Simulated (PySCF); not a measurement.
Species: carbon sulfide selenide, CSSe.
SMILES with atom numbers: `[S:1]=[C:2]=[Se:3]`

Structure used (PBE0-D3(BJ)/def2-TZVP), in Å, numbered top down from 1:
```
atom  x, y, z in Å
S1    -1.5580   -0.1414    0.0320
C2    -0.0297    0.0833    0.0213
Se3    1.6444    0.3303    0.0095
```

Method used: TDDFT CAM-B3LYP/aug-cc-pVTZ, vertical, gas phase, core orbitals frozen in the response in PySCF 2.14.0, density-fitted response routines. Geometry: PBE0-D3(BJ)/def2-TZVP; no solvent, vibrations or thermal averaging. The CAM-B3LYP/aug-cc-pVTZ calculation is non-relativistic and has no spin–orbit coupling, an omission that weighs most on selenium.

Ground-to-excited transition dipoles (e·a0, same axes as the geometry; the sign carries no meaning), for the states with f of 0.002 or more among the lowest 6:

| state | E (eV) | μx | μy | μz |
| --- | --- | --- | --- | --- |
| S4 | 6.077 | -2.578 | -0.380 | 0.018 |
| S5 | 6.423 | -0.001 | -0.001 | -0.189 |
| S6 | 6.423 | 0.032 | -0.186 | 0.000 |

**Question.** Work out the oscillator strengths.

**Answer.** f = (2/3) ΔE |μ|² with ΔE in hartree (27.2114 eV).

| state | \|μ\|² (au) | \|μ\| (D) | f |
| --- | --- | --- | --- |
| S4 | 6.791 | 6.62 | 1.011 |
| S5 | 0.036 | 0.48 | 0.006 |
| S6 | 0.036 | 0.48 | 0.006 |

**Question.** Label these states by symmetry in C∞v.

**Answer.** The ground state is totally symmetric, so the direction of μ fixes the label. Polarised along the molecular axis, so Σ+: S4. Polarised across the molecular axis, so Π: S5 and S6.

**Question.** How is the summed strength of these states shared among x, y and z?

**Answer.** (2/3) Σ ΔE μα² gives 0.990 for x, 0.027 for y and 0.006 for z, 1.022 in all.

**Question.** What peak molar absorption coefficient would the strongest computed level give as a lone Gaussian band 0.3 eV wide at half height?

**Answer.** ε(max) = 2.175×10⁸ f / FWHM, with the width in cm⁻¹. S4: 2.175×10⁸ × 1.0112 / 2420 ≈ 91000 L mol⁻¹ cm⁻¹.

S5/S6 coincide within about 0.01 eV; within a degenerate level the directions of the single components are arbitrary.
